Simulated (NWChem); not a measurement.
System: isotetrasilane (Si4H10); SMILES [SiH3][SiH]([SiH3])[SiH3]

Output (shortened):

```
             Northwest Computational Chemistry Package (NWChem) 7.3.0
             --------------------------------------------------------

 C3  symmetry detected

                             Geometry "geometry" -> ""
                             -------------------------

 Output coordinates in angstroms (scale by  1.889725989 to convert to a.u.)

  No.       Tag          Charge          X              Y              Z
 ---- ---------------- ---------- -------------- -------------- --------------
    1 Si                  14.0000     1.97758288    -0.99790377    -0.17743733
    2 Si                  14.0000     0.00000000     0.00000000     0.61487667
    3 Si                  14.0000    -1.85300146    -1.21368513    -0.17743733
    4 Si                  14.0000    -0.12458143     2.21158890    -0.17743733
    5 H                    1.0000     2.08551652    -2.42289313     0.29658667
    6 H                    1.0000     1.95954040    -0.99132069    -1.68305633
    7 H                    1.0000     3.18788871    -0.23576319     0.29296767
    8 H                    1.0000     0.00000000     0.00000000     2.12460067
    9 H                    1.0000    -1.79812127    -2.64291101     0.29296767
   10 H                    1.0000    -1.83827910    -1.20135142    -1.68305633
   11 H                    1.0000    -3.14104526    -0.59466372     0.29658667
   12 H                    1.0000    -1.38976744     2.87867420     0.29296767
   13 H                    1.0000     1.05552874     3.01755685     0.29658667
   14 H                    1.0000    -0.12126129     2.19267211    -1.68305633

 Effective nuclear repulsion energy (a.u.)     326.6019245630

      Symmetry information
      --------------------

 Group name             C3
 Group number              5
 Group order               3
 No. of unique centers     6

                                 NWChem DFT Module
                                 -----------------

 Summary of "ao basis" -> "ao basis" (spherical)
 ------------------------------------------------------------------------------
       Tag                 Description            Shells   Functions and Types
 ---------------- ------------------------------  ------  ---------------------
 Si                          6-31g*                  8       18   4s3p1d
 H                           6-31g*                  2        2   2s

      Symmetry analysis of basis
      --------------------------

        a          34
        e+         29
        e-         29

  Rotation of axis

            General Information
            -------------------
          SCF calculation type: DFT
          Wavefunction type:  closed shell.
          No. of atoms     :    14
          No. of electrons :    66
           Alpha electrons :    33
            Beta electrons :    33
          Charge           :     0
          Spin multiplicity:     1
          Use of symmetry is: on ; symmetry adaption is: on
          Maximum number of iterations: 150
          AO basis - number of functions:    92
                     number of shells:    52
          Convergence on energy requested:  1.00D-06
          Convergence on density requested:  1.00D-05
          Convergence on gradient requested:  5.00D-04

              XC Information
              --------------
                         SCAN Method XC Functional
                  SCAN metaGGA Exchange Functional  1.000
                        SCAN Correlation Potential  1.000

             Grid Information
             ----------------
          Grid used for XC integration:  xfine
          Radial quadrature: Mura-Knowles
          Angular quadrature: Lebedev.
          Tag              B.-S. Rad. Rad. Pts. Rad. Cut. Ang. Pts.
          ---              ---------- --------- --------- ---------
          Si                  1.10      125          13.0      1454
          H                   0.35      100          14.0      1202
          Grid pruning is: on
          Number of quadrature shells:   650
          Spatial weights used:  Erf1

      Superposition of Atomic Density Guess
      -------------------------------------

 Sum of atomic energies:       -1160.25155548

      Non-variational initial energy
      ------------------------------

 Total energy =   -1161.477944
 1-e energy   =   -2258.427059
 2-e energy   =     770.347190
 HOMO         =      -0.297479
 LUMO         =       0.047149

      Symmetry analysis of molecular orbitals - initial
      -------------------------------------------------

  Numbering of irreducible representations:

     1 a           2 e+          3 e-

  Orbital symmetries:

     1 a           2 e+          3 e+          4 a           5 a
     6 a           7 e+          8 e+          9 a          10 e+
    11 e+         12 e+         13 e+         14 a          15 a
    16 e+         17 e+         18 a          19 e+         20 e+
    21 a          22 e+         23 e+         24 a          25 a
    26 e+         27 e+         28 e+         29 e+         30 a
    31 a          32 e+         33 e+         34 a          35 e+
    36 e+         37 a          38 e+         39 e+         40 e+
    41 e+         42 a          43 e+

     ---------------------------------------------
      Total Density - Mulliken Population Analysis
     ---------------------------------------------

    Atom       Charge   Shell Charges
 -----------   ------   -------------------------------------------------------
    1 Si  14    13.83   2.00  2.00  5.97  1.00  1.76  0.37  0.64  0.09
    2 Si  14    14.08   2.00  2.00  5.97  1.00  1.83  0.43  0.78  0.07
    3 Si  14    13.83   2.00  2.00  5.97  1.00  1.76  0.37  0.64  0.09
    4 Si  14    13.83   2.00  2.00  5.97  1.00  1.76  0.37  0.64  0.09
    5 H    1     1.04   0.46  0.58
    6 H    1     1.04   0.46  0.58
    7 H    1     1.04   0.46  0.58
    8 H    1     1.02   0.46  0.56
    9 H    1     1.04   0.46  0.58
   10 H    1     1.04   0.46  0.58
   11 H    1     1.04   0.46  0.58
   12 H    1     1.04   0.46  0.58
   13 H    1     1.04   0.46  0.58
   14 H    1     1.04   0.46  0.58

   convergence    iter        energy       DeltaE   RMS-Dens  Diis-err
 ---------------- ----- ----------------- --------- --------- ---------
 d= 0,ls=0.0,diis     1  -1163.9234760814 -1.49D+03  7.42D-03  1.95D-01
 d= 0,ls=0.0,diis     2  -1163.9491713039 -2.57D-02  3.80D-03  3.10D-02
 d= 0,ls=0.0,diis     3  -1163.9533255512 -4.15D-03  1.59D-03  1.46D-02
 d= 0,ls=0.0,diis     4  -1163.9564841221 -3.16D-03  2.17D-04  2.18D-04
 d= 0,ls=0.0,diis     5  -1163.9565290194 -4.49D-05  4.12D-05  8.40D-06
  Resetting Diis
 d= 0,ls=0.0,diis     6  -1163.9565306535 -1.63D-06  1.27D-05  3.76D-07
 d= 0,ls=0.0,diis     7  -1163.9565307392 -8.57D-08  5.94D-06  2.56D-08

         Total DFT energy =    -1163.956530739176
      One electron energy =    -2262.352534661603
           Coulomb energy =      859.201203194371
    Exchange-Corr. energy =      -87.407123834962
 Nuclear repulsion energy =      326.601924563018

 Numeric. integr. density =       66.000001299069

                  Occupations of the irreducible representations
                  ----------------------------------------------

                     irrep           alpha         beta
                     --------     --------     --------
                     a                13.0         13.0
                     e+               20.0         20.0
                     e-                0.0          0.0

                       DFT Final Molecular Orbital Analysis
                       ------------------------------------

 Vector   31  Occ=2.000000D+00  E=-2.989139D-01  Symmetry=a
              MO Center= -1.9D-14, -7.4D-15,  3.0D-01, r^2= 5.3D+00
   Bfn.  Coefficient  Atom+Function         Bfn.  Coefficient  Atom+Function
  ----- ------------  ---------------      ----- ------------  ---------------
    27      0.333683   2 Si pz               80      0.290149   8 H  s
    79      0.239340   8 H  s                76      0.152715   6 H  s
    84      0.152715  10 H  s                92      0.152715  14 H  s
     9     -0.147368   1 Si pz               45     -0.147368   3 Si pz
    63     -0.147368   4 Si pz               23     -0.137192   2 Si pz

[...]

                         DFT ENERGY GRADIENTS

    atom               coordinates                        gradient
                 x          y          z           x          y          z
   1 Si      3.737090  -1.885765  -0.335308   -0.001336   0.000688   0.000222
   2 Si      0.000000   0.000000   1.161948   -0.000000  -0.000000  -0.000943
   3 Si     -3.501665  -2.293532  -0.335308    0.001264   0.000813   0.000222
   4 Si     -0.235425   4.179297  -0.335308    0.000072  -0.001501   0.000222
   5 H       3.941055  -4.578604   0.560468   -0.000054  -0.005311   0.002040
   6 H       3.702994  -1.873324  -3.180515   -0.000466   0.000221  -0.005655
   7 H       6.024236  -0.445528   0.553629    0.004230   0.003205   0.002022
   8 H       0.000000   0.000000   4.014913   -0.000000   0.000000   0.005057
   9 H      -3.397956  -4.994378   0.553629    0.000661  -0.005266   0.002022
  10 H      -3.473844  -2.270225  -3.180515    0.000424   0.000293  -0.005655
  11 H      -5.935715  -1.123751   0.560468   -0.004573   0.002702   0.002040
  12 H      -2.626280   5.439905   0.553629   -0.004891   0.002060   0.002022
  13 H       1.994660   5.702356   0.560468    0.004627   0.002609   0.002040
  14 H      -0.229151   4.143549  -3.180515    0.000041  -0.000514  -0.005655
```

Level: SCAN/6-31G* (spherical d). The geometry was optimised at PBE-D3(BJ)/def2-SVP.

Which NWChem input produces such a log?

Several could match; the one computed here: the input that was run:
```
start job
memory heap 200 mb stack 900 mb global 1100 mb
geometry units angstroms noautoz
  Si     2.185633    -0.360075    -0.156500
  Si     0.000000     0.000000     0.635814
  Si    -1.404650    -1.712777    -0.156500
  Si    -0.780983     2.072851    -0.156500
  H      2.715236    -1.687390     0.317524
  H      2.166447    -0.359195    -1.662119
  H      3.112252     0.729456     0.313905
  H      0.000000     0.000000     2.145538
  H     -0.924399    -3.060017     0.313905
  H     -1.394296    -1.696601    -1.662119
  H     -2.818940    -1.507769     0.317524
  H     -2.187853     2.330562     0.313905
  H      0.103704     3.195158     0.317524
  H     -0.772152     2.055796    -1.662119
end
basis spherical
  * library 6-31g*
end
dft
  xc scan
  grid xfine
  iterations 150
  mulliken
end
task dft gradient
```
